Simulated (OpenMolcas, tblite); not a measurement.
## How methods differ on BSiH4O2F (SMILES O[SiH2]B(O)F)

BSiH4O2F: 9 atoms, total charge 0, spin state singlet. As SMILES, `O[SiH2]B(O)F`. Geometry: relaxed at PBE0-D4/def2-TZVP. This is one conformer, not always the lowest.

Quantity: the HOMO–LUMO gap, in eV. The values are calculated.

```
          level            kind     program  value (eV)   CPU time
       GFN2-xTB  semi-empirical      tblite        4.09  under 2 s
    HF/def2-SVP    Hartree–Fock  OpenMolcas       14.83      7.7 s
 SVWN5/def2-SVP             LDA  OpenMolcas        5.14       21 s
  BLYP/def2-SVP             GGA  OpenMolcas        5.35       26 s
   PBE/def2-SVP             GGA  OpenMolcas        5.29       27 s
revPBE/def2-SVP             GGA  OpenMolcas        5.35       27 s
 M06-L/def2-SVP        meta-GGA  OpenMolcas        5.91       34 s
  PBE0/def2-SVP   global hybrid  OpenMolcas        7.71       28 s
B2PLYP/def2-SVP   double hybrid  OpenMolcas       10.43       21 s
```

The values span 4.09 to 14.83 eV. Orbital gaps aren't excitation energies, and those of double hybrids come from the SCF part alone; they tend to grow with the share of exact exchange. CPU times are rough (shared hosts, several kinds of processor and program).
